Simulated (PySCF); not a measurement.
# Radial density of Ni⁻ (nickel, charge -1)

revPBE, [Ar] 3d9 4s2, 2D determinant. All numbers are calculated (PySCF 2.14, scalar relativity by spin-free X2C-1e, in aug-cc-pwCVTZ-DK with one added diffuse shell each of s, p, d, f, g type (11s10p8d5f4g, 152 functions)).

```tsv
r (bohr)	4πr²ρ (e/bohr)	4πr²(ρα − ρβ)
0.000960	0.2571	0.0000
0.00161	0.6442	0.0000
0.00271	1.579	0.0000
0.00457	3.735	0.0001
0.00768	8.317	0.0002
0.0129	16.64	0.0003
0.0217	27.67	0.0003
0.0365	34.04	-0.0001
0.0615	29.03	-0.0005
0.103	28.93	0.0082
0.174	38.45	0.0843
0.293	22.33	0.4050
0.492	18.10	0.9472
0.828	16.85	0.9083
1.39	4.828	0.3742
2.34	1.378	0.0789
3.94	0.4883	-0.0058
6.63	0.1003	-0.0096
11.1	0.01415	-0.0042
18.7	0.0009649	-0.0003
```

Densities and radii are taken from the X2C orbitals without a picture-change correction, which distorts them close to the nucleus.

At revPBE the highest occupied level has a positive energy, so only the finite basis holds that electron; in a semilocal or global hybrid functional this comes from self-interaction and does not mean that the real anion is unbound.

(1) Where is the radial spin density 4πr²(ρα − ρβ) most negative, and why is it negative at all?

Answers

(1) Around r = 6.63 bohr, down to -0.0096 e/bohr: exchange with the open shell polarises the paired shells in an unrestricted calculation.
